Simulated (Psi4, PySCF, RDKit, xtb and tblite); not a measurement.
Conformational energy of C3H8OSi, SMILES CO/C=C\[SiH3], singlet. Scanned: dihedral C1–O2–C3–C4; all other coordinates were relaxed at GFN2-xTB. Points at φ and −φ are mirror images. Heavy atoms are numbered in the order of the SMILES CO/C=C\[SiH3], hydrogens after them in the order of the atoms that carry them; the mirror image has the same energies with the sign of each dihedral reversed.

Computed with: UFF // GFN2-xTB (RDKit); GFN2-xTB (xtb and tblite); RKS-M06-2X/6-31G* = restricted M06-2X/6-31G*, spherical d // GFN2-xTB in PySCF; MP2/cc-pVTZ = DF-MP2 (frozen core)/cc-pVTZ // GFN2-xTB in Psi4 1.11.

Energies relative to the lowest point of each profile, in kcal/mol; the last columns give the difference from MP2:

```
φ / °   UFF  GFN2-xTB  RKS-M06-2X/6-31G*  MP2/cc-pVTZ  UFF − MP2/cc-pVTZ  GFN2-xTB − MP2/cc-pVTZ  RKS-M06-2X/6-31G* − MP2/cc-pVTZ
-----  ----  --------  -----------------  -----------  -----------------  ----------------------  -------------------------------
-160    1.5       0.2                0.1          0.1                1.3                     0.1                              0.0
-140    4.5       1.0                0.7          0.8                3.7                     0.3                             -0.1
-120    7.8       2.5                1.8          2.0                5.9                     0.5                             -0.2
-100    9.8       4.3                3.3          3.6                6.2                     0.6                             -0.4
-80    11.2       5.0                4.6          5.1                6.1                    -0.1                             -0.5
-60    13.3       4.7                4.7          5.2                8.1                    -0.5                             -0.5
-40    14.2       2.7                3.1          3.6               10.6                    -0.9                             -0.5
-20    15.5       1.2                1.5          2.0               13.5                    -0.8                             -0.5
0      15.8       0.6                0.9          1.4               14.4                    -0.8                             -0.5
20     15.5       1.2                1.5          2.0               13.5                    -0.8                             -0.5
40     14.2       2.7                3.1          3.6               10.6                    -0.9                             -0.5
60     13.3       4.7                4.7          5.2                8.1                    -0.5                             -0.5
80     11.2       5.0                4.6          5.1                6.1                    -0.1                             -0.5
100     9.8       4.3                3.3          3.6                6.2                     0.6                             -0.4
120     7.8       2.5                1.8          2.0                5.9                     0.5                             -0.2
140     4.5       1.0                0.7          0.8                3.7                     0.3                             -0.1
160     1.5       0.2                0.1          0.1                1.3                     0.1                              0.0
180     0.0       0.0                0.0          0.0                0.0                     0.0                              0.0
```

UFF is furthest from MP2/cc-pVTZ at 0 (14.4 kcal/mol, above); its mean absolute difference over the points is 6.9 kcal/mol.

GFN2-xTB is furthest from MP2/cc-pVTZ at -40 (-0.9 kcal/mol, below); its mean absolute difference over the points is 0.5 kcal/mol.

RKS-M06-2X/6-31G* is furthest from MP2/cc-pVTZ at -40 (-0.5 kcal/mol, below); its mean absolute difference over the points is 0.3 kcal/mol.
